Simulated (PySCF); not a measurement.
CdBr2, optimised at PBE0/def2-TZVP:

```xyz
3

Cd     0.0000     0.0000     0.0000
Br     1.4159     1.4190    -1.3244
Br    -1.4159    -1.4191     1.3244
```

Method: PySCF energies plus ideal-gas RRHO corrections (1 bar). All species are closed-shell singlets. Cd: scalar-relativistic def2 core potential, no spin-orbit coupling. Br: all electrons, no relativistic terms.

**Question.** List the harmonic frequencies (cm⁻¹, unscaled) at this level and at the other levels, each on its own geometry.

**Answer.** 
- PBE0/def2-TZVP: 61, 62, 204, 317
- PBE/def2-SVP: 62, 62, 199, 313
